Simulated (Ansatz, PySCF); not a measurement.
Cl₂GaHSe, SMILES [SeH][Ga]([Cl])[Cl].

The structure is a stationary point at PBE0-D3(BJ)/def2-SVP. The structure was generated by enumeration; whether it is a known compound was not checked. The values are those of a single conformer.

Vertical ionisation energy (IE) and electron affinity (EA) in eV. Rows of orbital energies are one-electron estimates. Where ΔSCF, EOM or ADC give a negative EA the extra electron is unbound and the value depends on the basis.

| level | IE | EA |
|---|---|---|
| −ε(HOMO), −ε(LUMO), HF/def2-TZVP (PySCF) | 10.49 | -1.60 |
| −ε(HOMO), −ε(LUMO), PBE/def2-TZVP (PySCF) | 6.80 | 2.62 |
| ΔSCF, PBE/def2-SVPD (Ansatz), final states of multiplicity 2 and 2 | [?] | [?] |

Q: What belongs in the gaps? (An estimate is asked for; the answer gives what the named calculation found.)

A: 
- ΔSCF, PBE/def2-SVPD (Ansatz, an electronic-structure program), final states of multiplicity 2 and 2, IE: 9.88
- ΔSCF, PBE/def2-SVPD (Ansatz), final states of multiplicity 2 and 2, EA: 0.57

Q: What vertical singlet–triplet gap does ΔSCF give with PBE/def2-SVPD (Ansatz)? (An estimate is asked for; the answer gives what the named calculation found.)

A: 4.33 eV (triplet above singlet where positive).
